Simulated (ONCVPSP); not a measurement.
## N: excitation energies, all-electron against ONCV

```json
{
 "Element": "N",
 "Generator": "ONCVPSP 4.0.1",
 "Type": "optimised norm-conserving Vanderbilt (ONCV)",
 "Functional": "PBE",
 "Relativity": "non-relativistic",
 "Frozen core": "[He]",
 "Valence charge": "5",
 "Reference configuration": "2s2 2p2.75 (charge +0.25)",
 "Partial waves": "2s: rc 0.80 bohr, ncon 3, nbas 7, qcut 9.8 1/bohr, 2 projectors, debl 0.9 Ha; 2p: rc 2.05 bohr, ncon 3, nbas 6, qcut 5.7 1/bohr, 2 projectors, debl 0.6 Ha",
 "Local potential": "polynomial inside 0.80 bohr (lpopt 5, dvloc0 -1 Ha)",
 "Core correction": "none"
}
```

Energies are relative to the spin-unpolarised reference configuration 2s2 2p2.75; without spin polarisation the order of configurations can differ from experiment.

```
valence configuration  charge  ΔE all-electron (eV)  error AE − PS (meV)
              2s2 2p3       0                -2.151                 +3.5
              2s2 2p1      +2                40.305                 +661
              2s0 2p5       0                20.829                 -7.8
```

What are ΔE and the potential's error for 2s2 2p2?

ΔE = 11.446 eV all-electron; the error (AE − PS) is +68 meV.
